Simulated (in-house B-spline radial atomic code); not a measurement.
The technetium ion Tc⁴⁺: [Kr] 4d2 6s1 (an excited or competing configuration)

Computed with an all-electron radial atomic-structure program (B-spline basis): Dirac-Hartree-Fock, average of configuration, Fermi nucleus of rms radius 4.41117 fm.

Z_r = [3n² - l(l+1)]/(2<r>); Z_e = n√(-2ε); the last column is Slater's effective charge. Values are occupation-weighted means over j. An effective charge above Z reflects the relativistic contraction of the inner shells.

```json
{"shell": "1s", "electrons": "2", "ε (eV)": "-21234", "<r> (bohr)": "0.03427", "Z_r": "43.77", "Z_e": "39.51", "Slater": "42.70"}
{"shell": "2s", "electrons": "2", "ε (eV)": "-3157.9", "<r> (bohr)": "0.1489", "Z_r": "40.28", "Z_e": "30.47", "Slater": "38.85"}
{"shell": "2p", "electrons": "6", "ε (eV)": "-2827.3", "<r> (bohr)": "0.1303", "Z_r": "38.38", "Z_e": "28.83", "Slater": "38.85"}
{"shell": "3s", "electrons": "2", "ε (eV)": "-632.16", "<r> (bohr)": "0.4123", "Z_r": "32.74", "Z_e": "20.45", "Slater": "31.75"}
{"shell": "3p", "electrons": "6", "ε (eV)": "-520.41", "<r> (bohr)": "0.4136", "Z_r": "30.23", "Z_e": "18.55", "Slater": "31.75"}
{"shell": "3d", "electrons": "10", "ε (eV)": "-338.87", "<r> (bohr)": "0.3976", "Z_r": "26.41", "Z_e": "14.97", "Slater": "21.85"}
{"shell": "4s", "electrons": "2", "ε (eV)": "-145.37", "<r> (bohr)": "1.04", "Z_r": "23.08", "Z_e": "13.07", "Slater": "15.25"}
{"shell": "4p", "electrons": "6", "ε (eV)": "-110.24", "<r> (bohr)": "1.13", "Z_r": "20.35", "Z_e": "11.39", "Slater": "15.25"}
{"shell": "4d", "electrons": "2", "ε (eV)": "-64.702", "<r> (bohr)": "1.385", "Z_r": "15.16", "Z_e": "8.72", "Slater": "6.65"}
{"shell": "6s", "electrons": "1", "ε (eV)": "-22.988", "<r> (bohr)": "4.511", "Z_r": "11.97", "Z_e": "7.80", "Slater": "5.00"}
```

The least bound orbital is 6s1/2 at -22.99 eV, and it is also the most diffuse (<r> = 4.511 bohr).

Spin-orbit splittings of the orbital energies (j = l + 1/2 above j = l - 1/2 when positive): 2p 119 eV, 3p 20.64 eV, 3d 3.914 eV, 4p 3.336 eV, 4d 0.3858 eV.

For the 1s electron the small component carries 2.46 % of the norm, the zero-frequency Breit interaction raises the level by 41.76 eV, self-energy by 22.91 eV, and vacuum polarisation lowers it by 2.692 eV.
